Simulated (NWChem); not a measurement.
Molecule: BaCl, doublet; SMILES [Cl][Ba]

```xyz
2

Ba     0.0000     0.0000    -0.6929
Cl     0.0000     0.0000     2.0362
```
Atoms are numbered in this order, from 1.

Structure relaxed at the PBE0/def2-SVP, spin-unrestricted level. This spin state was assumed; another may lie lower. No stability test was run on the SCF state. def2 effective core potentials on Ba; no spin-orbit coupling.

List the 6 lowest vertical excitations from PBE/def2-SVPD with def2 effective core potentials on Ba, spin-unrestricted, TDA (NWChem).


| state | energy (eV) | oscillator strength | <S²> |
|---|---|---|---|
| state 1 | 0.91 | 0.000 | 0.75 |
| state 2 | 0.91 | 0.000 | 0.75 |
| state 3 | 1.28 | 0.092 | 0.75 |
| state 4 | 1.28 | 0.092 | 0.75 |
| state 5 | 1.48 | 0.115 | 0.75 |
| state 6 | 2.32 | 0.277 | 0.75 |
